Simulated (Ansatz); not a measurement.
Abridged output of a molecular run in Ansatz:

```
Functional definition: HF
1296 factors; integrals over basis functions are off by at most 1.1e-3 eV
mean field evaluation 1: about -7435.7283 eV, gradient 4.5e1 eV
mean field evaluation 2: about -7435.9375 eV, gradient 4.5e1 eV
mean field evaluation 4: about -7440.1048 eV, gradient 4.1e0 eV
mean field evaluation 8: about -7440.1696 eV, gradient 3.6e-1 eV
mean field evaluation 16: about -7440.1705 eV, gradient 2.8e-6 eV
mean field -7440.17053352 eV, -273.4212239782 hartree, gradient 2.8e-6 eV, S^2 0.000000; 0 other end points of the search recorded, 0 dependent functions left out
5 core orbitals not correlated: weight in the atoms' cores, before any rotation towards them, 1.000 or more for the frozen orbitals, at most 0.000 for the correlated occupied ones
reference -7440.17053352 eV, -273.4212239782 hartree; 14, 14 occupied and 192, 192 virtual orbitals, 1296 factors
second order -24.71931184 eV of doubles, -0.00000000 eV of singles
cycle   1  -24.59377310 eV  change    1.3e-1 eV  update   1.1e-1
cycle   2  -25.15453378 eV  change   -5.6e-1 eV  update   3.2e-2
cycle   3  -25.29221797 eV  change   -1.4e-1 eV  update   1.8e-2
cycle   4  -25.27613499 eV  change    1.6e-2 eV  update   5.0e-3
cycle   5  -25.27174755 eV  change    4.4e-3 eV  update   2.5e-3
cycle   6  -25.27316438 eV  change   -1.4e-3 eV  update   7.9e-4
cycle   7  -25.27298307 eV  change    1.8e-4 eV  update   2.5e-4
cycle   8  -25.27280811 eV  change    1.7e-4 eV  update   9.0e-5
cycle   9  -25.27282430 eV  change   -1.6e-5 eV  update   3.6e-5
cycle  10  -25.27285059 eV  change   -2.6e-5 eV  update   1.5e-5
perturbative correction -1.01268067 eV, -0.0372153280 hartree
Total energy: -7466.45606478 eV, -274.3871994350 hartree
```

Its atoms:

Cartesian coordinates in Å:
```
N 1.692 0.104 -0.550
C 0.415 0.262 -0.190
N -0.302 -0.699 0.260
B -1.641 -0.388 0.601
F -2.434 -1.341 1.080
H 2.109 -0.809 -0.466
H 2.239 0.868 -0.901
H 0.048 1.291 -0.318
H -2.124 0.712 0.484
```

(1) Which basis set was used?
A. cc-pV(Q+d)Z
B. cc-pV(D+d)Z
C. def2-TZVPP
D. def2-QZVPP

(2) Write the keys of the input that set method, charge and spin (a neutral closed shell needs none for the last two).

Results:

(1) C. It gives 211 functions.

(2) 
```yaml
correlation: {method: ccsd_t}
```
